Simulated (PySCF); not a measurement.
Si(Cl)(Me) (CH3ClSi), SMILES Cl[Si]C (connectivity only; charge and spin as stated), neutral, multiplicity 1. Geometry optimised at B3LYP-D3(BJ)/def2-TZVP.

TDA-ωB97X/def2-SVPD in PySCF puts the lowest singlet excitations at 3.10, 5.77, 6.00, 6.54, 6.62, 7.02 eV.

### Question
What are the lowest excitation roots from ADC(2)/aug-cc-pVDZ run with PySCF? (An estimate is asked for; the answer gives what the named calculation found.)

### Answer
3.03, 5.68, 5.82, 6.07, 6.19, 6.57 eV. S1 differs by -0.07 eV (second minus first; roots are paired by order, and the bases may differ).
